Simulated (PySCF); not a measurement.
TaOCl2, SMILES [Ta+](=[O])([Cl])[Cl], charge +1, multiplicity 1. Geometry optimised at PBE-D3(BJ)/def2-SVP. The multiplicity is an assumed one; other spin states were not compared. The isomer is the one that the SMILES or the coordinates give; other isomers of the formula were not compared. The def2 effective core potentials stand for the cores of Ta; spin–orbit coupling is left out.

These are PBE-D3(BJ)/def2-SVP (PySCF) values and carry that method's errors.

Harmonic wavenumbers (cm⁻¹): 122, 202, 240, 434, 437, 1015. Rotational constants (GHz): 3.418, 1.986, 1.478; symmetry number 1.

**Question.** Work out the zero-point energy and the ideal-gas rigid-rotor harmonic-oscillator thermochemistry at 298.15 K and 1 atm.

**Answer.** ZPE = ½ Σ hcν = ½ × 2450 cm⁻¹ = 14.65 kJ/mol. H − E(el) = 30.71 kJ/mol. Entropy in J/(mol K): translation 178.47, rotation 116.58, vibration 36.64, total 331.68. G − E(el) = -68.18 kJ/mol. Cp = 69.63 J/(mol K). Modes under 150 cm⁻¹ make the vibrational entropy uncertain.
